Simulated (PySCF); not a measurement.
Polarisability and C₆ of Ar⁺ (argon, charge +1)

[Ne] 3s2 3p5, 2P determinant. Calculation: PySCF 2.14, in aug-cc-pwCVQZ; no relativity, point nucleus. Coupled (time-dependent) response in atomic units; α is the mean over directions.

```csv
method,mean α (bohr³),"α xx, yy, zz",C₆ (like pair),S(−4)
wB97X-V,6.980,"6.827, 7.057, 7.057",31.49,10.50
```

S(−4) is the Cauchy moment in α(ω) = α(0) + S(−4) ω² + …

α(iu) at wB97X-V:

```csv
u (hartree),α(iu) (bohr³)
0,6.980
0.0500,6.954
0.100,6.877
0.200,6.587
0.300,6.162
0.500,5.132
0.750,3.913
1.00,2.968
1.50,1.794
2.00,1.178
3.00,0.6193
5.00,0.2684
```

A single London oscillator, α(iu) = α/(1 + u²/ω²), gives C₆ = (3/4) ω α². Matching the computed C₆ needs ω = 4 × 31.49 / (3 × 6.980²) = 0.862 hartree.

For an ion, C₆ is the dispersion term alone; charge-induced terms of lower order in 1/R come first.

The components differ because the open shell of this determinant is not spherical; for a pure term their mean is the scalar polarisability.
